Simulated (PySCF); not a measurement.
C2H6N (SMILES [CH2-]NC), charge -1, singlet, at a GFN2-xTB geometry (in this run its highest filled SCF level lies above zero, so its values depend strongly on the basis, on diffuse functions most of all). Base run: CAMB3LYP/cc-pVDZ (PySCF).

Here is a job for PySCF.
```python
from pyscf import gto, scf, dft

mol = gto.M(
    atom='''
C     0.06838840   -0.34344719    1.28001260
N    -0.02031578    0.57728452    0.03028326
C    -0.01464409   -0.23244926   -1.15661628
H     0.07446949    0.42980237    2.12358233
H    -1.00128293   -0.74920637    1.34561699
H     0.85112316    1.11606852    0.04720825
H     0.82050456   -0.96673735   -1.22449252
H     0.01871469    0.39617056   -2.06419785
H    -0.94378425   -0.81171072   -1.18007793
''',
    basis='cc-pvdz',
    charge=-1,
    verbose=4,
)

mf = dft.RKS(mol)
mf.xc = 'camb3lyp'
mf.kernel()
```

Each row names what was changed in the base input (with any setting that the change needs).

| change | ΔE vs base (µEh) | fitting functions |
|---|---|---|
| base | 0.0 | - |
| auxbasis = even-tempered beta=2.0 | -6.0 | 504 |
| auxbasis = autoaux | -23.8 | 482 |
| auxbasis = even-tempered beta=3.0 | -328 | 336 |
| exchange = seminumerical (SGX) (with mf = sgx.sgx_fit(mf, auxbasis='def2-universal-jfit'); with mf.with_df.dfj = True) | -252 | 213 |
| auxbasis = cc-pvqz-jkfit | -21.0 | 624 |
| auxbasis = def2-universal-jkfit | -64.7 | 335 |
| only_dfj = on; auxbasis = def2-universal-jfit | -252 | 213 |
| auxbasis = cc-pvdz-jkfit | -101 | 348 |
| auxbasis = cc-pvtz-ri | -184 | 423 |

A fitting set is made for a task (jfit for Coulomb, jkfit for Coulomb and exchange, ri for correlation) and for a family of orbital bases.
